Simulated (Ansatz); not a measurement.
Reaction (formal exchange of groups at a C–Si bond): `C#C[SiH](Cl)OC` + `[GaH3]` → `C#[C][GaH2]` + `CO[SiH2]Cl`

Computed with Ansatz on PBE0-D4/def2-TZVP structures; ΔE is electronic, products minus reactants. CCSD(T)/CBS adds triple-zeta CCSD(T) − MP2 to the extrapolated MP2 energy (def2 sets, frozen cores). Functionals use def2-TZVPP. For Ga outer-core shells are correlated without core-valence functions, which leaves a few kJ/mol of doubt a bond. Scalar relativity is left out up to krypton. One conformer a species, not always the lowest.

Is it downhill or uphill in electronic energy at CCSD(T)/CBS, and by how much? (Estimate.)

Ansatz gave: Downhill: ΔE = -0.05 eV.

What do these levels give: r2SCAN-D4, r2SCAN0, CCSD/def2-SVP, HF/def2-TZVPP, SCS-MP2/def2-TZVPP, CCSD(T)/def2-TZVPP? (Best estimate.)

The calculation gave: r2SCAN-D4 0.01, r2SCAN0 -0.02, CCSD/def2-SVP -0.05, HF/def2-TZVPP -0.08, SCS-MP2/def2-TZVPP -0.06, CCSD(T)/def2-TZVPP -0.06 eV.

Largest T1 diagnostic among the species: 0.014.

Leaving LDA and LC-ωPBE aside and taking each functional with its dispersion term where it has one, the values, not all of them listed here, spread over 0.15 eV, from B2PLYP to B97M-V. LDA lies +0.05 eV from PBE without D4. The D4 term adds +0.06 eV with B3LYP and +0.03 eV with PBE0; it sums over pairs of atoms, weighted by their polarisabilities, and B3LYP, whose exchange is more repulsive, gets the larger term.

B3LYP here is the variant with VWN-RPA as its local correlation; programs differ in this.
